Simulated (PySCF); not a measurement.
Below is a simulated gas-phase Si 2p photoelectron spectrum of n-SiGeGeSiH10 (Ge2H10Si2).

Every computed line was given a Gaussian of 0.8 eV full width at half maximum and an area set by the number of equivalent atoms (split 2:1 within a doublet); the highest printed point is 100. Computed, not measured: delta-SCF UKS SCAN, pcX-2 on the ionised atom, pcseg-1 elsewhere, spin-free X2C (PySCF 2.14.0).

binding energy (eV), intensity and a bar:
```
    105.3          0 
    105.4          1 
    105.5          2 
    105.6          4 #
    105.7          8 ##
    105.8         14 ####
    105.9         24 #######
    106.0         37 ###########
    106.1         53 ################
    106.2         70 #####################
    106.3         85 #########################
    106.4         95 #############################
    106.5        100 ##############################
    106.6         99 ##############################
    106.7         94 ############################
    106.8         86 ##########################
    106.9         77 #######################
    107.0         69 #####################
    107.1         60 ##################
    107.2         50 ###############
    107.3         40 ############
    107.4         31 #########
    107.5         22 ######
    107.6         14 ####
    107.7          9 ##
    107.8          5 #
    107.9          2 #
    108.0          1 
    108.1          0 
    108.2          0
```

Count the maxima, the lines and the sites behind this envelope.

The curve has 1 maximum (at 106.5 eV). Under it lie 2 lines from 1 inequivalent silicon site, drawn as a 2p3/2, 2p1/2 pair. At this width some lines have no maximum of their own.

Decompose the envelope and assign each component. Bonds: Si1–Ge2, Ge2–Ge3, Ge3–Si4. Hydrogens: H5, H6, H7 on Si1; H8, H9 on Ge2; H10, H11 on Ge3; H12, H13, H14 on Si4.

```tsv
position (eV)	relative area	line	atoms	environment
106.45	1.33	Si 2p3/2	Si1/Si4	silicon bonded to Ge and 3 H
107.08	0.67	Si 2p1/2	Si1/Si4	silicon bonded to Ge and 3 H
```

What are the centre and the root-mean-square width of the whole band?

The area-weighted mean of the lines is 106.66 eV. Their own spread about it is 0.29 eV (rms) and each Gaussian has σ = 0.8/2.355 = 0.34 eV; the variances add, which gives 0.45 eV.

The curve has no shake-up lines and no vibrational structure. The first atom of each set that the bonding makes equivalent was ionised and stands for the set. The 2p values aren't plain energy differences: one relaxed spin-free 2p hole is combined with a matrix within the shell (ground-state 2p orbital-energy differences and spin–orbit coupling). 2p3/2, the mean of its two sublevels, lies a third of the splitting below the shell's mean and 2p1/2 two thirds above it; the statistical areas are 2:1. 2p1/2 minus 2p3/2 (ligand field included): Si 0.62 eV. One conformer (not necessarily the lowest) at the PBE0-D3(BJ)/def2-SVP geometry, without solvent, vibrations or thermal averaging.
